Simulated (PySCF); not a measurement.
These 5 structures share the formula C5H4F4O2. Computed with PySCF, PBE0-D3(BJ)/def2-SVP geometry optimisation, gas phase. One conformer each; no zero-point energy, no entropy. No frequencies were run at this level. Point groups hold within 0.08 Å.

Question: Order them by energy at this level, lowest first, and give relative energies in kcal/mol.
A. `[F:1]/[CH:2]=[CH:3]/[O:4]/[CH:5]=[C:6](/[F:7])[O:8][CH:9]([F:10])[F:11]` with C2–C3–O4–C5 177°, C3–O4–C5–C6 174°, C5–C6–O8–C9 109°, C6–O8–C9–F10 171°
B. `[O:1]=[C:2]1[C@@H:3]([CH2:4][F:5])[O:6][C@@H:7]1[C:8]([F:9])([F:10])[F:11]` with C2–C3–C4–F5 41°
C. `[F:1][C@@H:2]1[CH:3]=[CH:4][O:5][C@H:6]1[O:7][C:8]([F:9])([F:10])[F:11]` with O5–C6–O7–C8 -73°, F1–C2–C3–C4 -109°, C3–C4–O5–C6 -7°, C4–O5–C6–O7 -104°, F1–C2–C6–O5 107°
D. `[O:1]=[C:2]1[O:3][C@@H:4]([F:5])[C@H:6]1[CH2:7][C:8]([F:9])([F:10])[F:11]` with C4–C6–C7–C8 -87°
E. `[O:1]=[C:2]1[O:3][C@@H:4]([F:5])[C@@H:6]1[CH2:7][C:8]([F:9])([F:10])[F:11]` with C4–C6–C7–C8 78°

Answer: D (0.0), E (0.6), C (19.9), B (34.0), A (68.1).

As drawn, the lowest has a four-membered ring, a C=O bond and a C(=O)–O unit, which the highest lacks; the highest has a C=C bond outside aromatic rings, which the lowest lacks. Neighbours under 2.5 kcal/mol apart (O=C1O[C@@H](F)[C@H]1CC(F)(F)F and O=C1O[C@@H](F)[C@@H]1CC(F)(F)F) can change places with a better method, another conformer or zero-point energy. O=C1O[C@@H](F)[C@H]1CC(F)(F)F and O=C1O[C@@H](F)[C@@H]1CC(F)(F)F are stereoisomers, 0.6 kcal/mol apart in the conformers taken.

```csv
SMILES,E (Eh),E rel (kcal/mol),dipole (D),point group,"A, B, C (MHz)"
O=C1O[C@@H](F)[C@H]1CC(F)(F)F,-741.47054,0.0,1.61,C1,"1976, 707.5, 599.0"
O=C1O[C@@H](F)[C@@H]1CC(F)(F)F,-741.46960,0.6,1.84,C1,"1856, 702.8, 580.5"
F[C@@H]1C=CO[C@H]1OC(F)(F)F,-741.43885,19.9,1.81,C1,"2207, 715.2, 634.3"
O=C1[C@@H](CF)O[C@@H]1C(F)(F)F,-741.41633,34.0,2.52,C1,"2157, 718.6, 651.1"
F/C=C/O/C=C(/F)OC(F)F,-741.36195,68.1,1.87,C1,"1915, 454.1, 387.8"
```

How do the relative energies change in single points at PBE0/pcSseg-1 (no added dispersion term) on the same geometries?

```
                        SMILES  PBE0-D3(BJ)/def2-SVP (kcal/mol)  PBE0/pcSseg-1 (kcal/mol)  shift
 O=C1O[C@@H](F)[C@H]1CC(F)(F)F                              0.0                       0.0    0.0
O=C1O[C@@H](F)[C@@H]1CC(F)(F)F                              0.6                       0.6    0.0
   F[C@@H]1C=CO[C@H]1OC(F)(F)F                             19.9                      20.4   +0.5
O=C1[C@@H](CF)O[C@@H]1C(F)(F)F                             34.0                      33.0   -1.0
         F/C=C/O/C=C(/F)OC(F)F                             68.1                      66.8   -1.3
```

Each column counts from its own lowest isomer. The order is unchanged; the largest shift is 1.3 kcal/mol.
